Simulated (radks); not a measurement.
All-electron atom: Ga V in [Ar] 3d9. Calculated with a radial shooting solver on a logarithmic mesh with Libxc functionals: Dirac Kohn-Sham, PW91, spin-unpolarised, spherical densities, finite nucleus; open shells fill j = l - 1/2 first; Fermi nuclear charge, rms radius 3.9973 fm.

Unscreened Slater integrals over Kohn-Sham orbitals (eV). Large and small components are both included. Empty in this configuration: 4s1/2.

| integral | value |
|---|---|
| F0(3d5/2,3d5/2) | 33.628 |
| F2(3d5/2,3d5/2) | 15.795 |
| F4(3d5/2,3d5/2) | 9.8725 |
| F0(3d5/2,3d3/2) | 33.724 |
| F2(3d5/2,3d3/2) | 15.837 |
| G2(3d5/2,3d3/2) | 15.815 |
| G4(3d5/2,3d3/2) | 9.8854 |
| F0(3d5/2,3p3/2) | 34.873 |
| F2(3d5/2,3p3/2) | 16.612 |
| G1(3d5/2,3p3/2) | 20.357 |
| G3(3d5/2,3p3/2) | 12.468 |
| F0(3d5/2,3p1/2) | 35.131 |
| G3(3d5/2,3p1/2) | 12.570 |
| F0(3d5/2,4s1/2) | 16.919 |
| G2(3d5/2,4s1/2) | 1.8448 |
| F0(3d3/2,3d3/2) | 33.820 |
| F2(3d3/2,3d3/2) | 15.879 |
| F0(3d3/2,3p3/2) | 34.973 |
| F2(3d3/2,3p3/2) | 16.652 |
| G1(3d3/2,3p3/2) | 20.384 |
| G3(3d3/2,3p3/2) | 12.487 |
| F0(3d3/2,3p1/2) | 35.234 |
| G1(3d3/2,3p1/2) | 20.607 |
| F0(3d3/2,4s1/2) | 16.931 |
| G2(3d3/2,4s1/2) | 1.8256 |
| F0(3p3/2,3p3/2) | 36.498 |
| F2(3p3/2,3p3/2) | 18.256 |
| F0(3p3/2,3p1/2) | 36.773 |
| G2(3p3/2,3p1/2) | 18.366 |
| F0(3p3/2,4s1/2) | 17.124 |
| G1(3p3/2,4s1/2) | 1.2729 |
| F0(3p1/2,3p1/2) | 37.055 |
| F0(3p1/2,4s1/2) | 17.154 |
| G1(3p1/2,4s1/2) | 1.2594 |
| F0(4s1/2,4s1/2) | 13.505 |
